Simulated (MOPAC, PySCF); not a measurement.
H3Al, SMILES `[AlH3]`, neutral singlet in the gas phase. 

Z-matrix (Å, degrees):
```
Al
H 1 1.5761
H 1 1.5761 2 120.00
H 1 1.5761 2 120.00 3 -180.00
```
Charge 0, multiplicity 1.

All levels are single points at this geometry (CAM-B3LYP-D3(BJ)/def2-TZVP); Pople sets use spherical d functions. Orbital energies aren't observables, and empty levels follow the basis.

```json
[
 {"level": "CAM-B3LYP-D3(BJ)/def2-TZVP in PySCF", "HOMO (eV)": "-10.02", "LUMO (eV)": "-0.84", "gap (eV)": "9.18", "dipole (D)": "0.00", "vertical IE, Delta-SCF (eV)": "11.35"},
 {"level": "B3LYP/6-31G* in PySCF", "HOMO (eV)": "-8.37", "LUMO (eV)": "-1.92", "gap (eV)": "6.45", "dipole (D)": "0.00", "vertical IE, Delta-SCF (eV)": "11.24"},
 {"level": "B3LYP/LANL2DZ in PySCF", "HOMO (eV)": "-8.43", "LUMO (eV)": "-1.99", "gap (eV)": "6.44", "dipole (D)": "0.00", "vertical IE, Delta-SCF (eV)": "–"},
 {"level": "BP86/6-31G* in PySCF", "HOMO (eV)": "-7.41", "LUMO (eV)": "-2.53", "gap (eV)": "4.88", "dipole (D)": "0.00", "vertical IE, Delta-SCF (eV)": "–"},
 {"level": "PBE/6-31G* in PySCF", "HOMO (eV)": "-7.29", "LUMO (eV)": "-2.48", "gap (eV)": "4.81", "dipole (D)": "0.00", "vertical IE, Delta-SCF (eV)": "–"},
 {"level": "AM1 in MOPAC", "HOMO (eV)": "-11.05", "LUMO (eV)": "-1.22", "gap (eV)": "9.83", "dipole (D)": "0.00", "vertical IE, Delta-SCF (eV)": "–"},
 {"level": "PM3 in MOPAC", "HOMO (eV)": "-11.45", "LUMO (eV)": "-2.26", "gap (eV)": "9.19", "dipole (D)": "0.00", "vertical IE, Delta-SCF (eV)": "–"},
 {"level": "PM6 in MOPAC", "HOMO (eV)": "-11.69", "LUMO (eV)": "0.58", "gap (eV)": "12.27", "dipole (D)": "0.00", "vertical IE, Delta-SCF (eV)": "–"},
 {"level": "PM7 in MOPAC", "HOMO (eV)": "-12.12", "LUMO (eV)": "-2.11", "gap (eV)": "10.01", "dipole (D)": "0.00", "vertical IE, Delta-SCF (eV)": "–"}
]
```
